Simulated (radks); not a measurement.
Values are calculated unless marked as measured or tabulated.
Kr9+, 27 electrons, occupied as [Ar] 3d9. Code: a radial shooting solver on a logarithmic mesh with Libxc functionals. Model: Dirac Kohn-Sham, LB94 model potential, spin-unpolarised, spherical densities, finite nucleus; open shells fill j = l - 1/2 first; Fermi nuclear charge, rms radius 4.1884 fm.

Normalised radial functions P(r) = r R(r) (large component), r in bohr:

| r | 2p1/2 | 3p1/2 | 3p3/2 |
|---|---|---|---|
| 0.003852 | 0.0279 | 0.0116 | 0.0078 |
| 0.00561 | 0.0518 | 0.0215 | 0.0160 |
| 0.008237 | 0.0981 | 0.0407 | 0.0326 |
| 0.012 | 0.1831 | 0.0759 | 0.0642 |
| 0.01761 | 0.3402 | 0.1407 | 0.1243 |
| 0.02565 | 0.6032 | 0.2482 | 0.2264 |
| 0.03736 | 1.0118 | 0.4118 | 0.3855 |
| 0.05485 | 1.5730 | 0.6235 | 0.5971 |
| 0.07989 | 2.1403 | 0.7952 | 0.7787 |
| 0.1173 | 2.4484 | 0.7513 | 0.7590 |
| 0.1708 | 2.1782 | 0.2847 | 0.3237 |
| 0.2508 | 1.3478 | -0.5984 | -0.5425 |
| 0.3653 | 0.5140 | -1.3601 | -1.3234 |
| 0.5363 | 0.0959 | -1.4200 | -1.4249 |
| 0.781 | 0.0072 | -0.8384 | -0.8643 |
| 1.147 | 0.0001 | -0.2500 | -0.2660 |
| 1.67 | 0.0000 | -0.0309 | -0.0342 |
| 2.452 | 0.0000 | -0.0010 | -0.0011 |
| 3.571 | 0.0000 | 0.0000 | 0.0000 |

2p1/2: eigenvalue -1902.5 eV, 0 radial nodes, <r> = 0.157 bohr, 90 % of the charge inside 0.256 bohr. 3p1/2: eigenvalue -388.30 eV, 1 radial node at r = 0.196 bohr, <r> = 0.524 bohr, 90 % of the charge inside 0.796 bohr. 3p3/2: eigenvalue -380.01 eV, 1 radial node at r = 0.200 bohr, <r> = 0.534 bohr, 90 % of the charge inside 0.810 bohr.
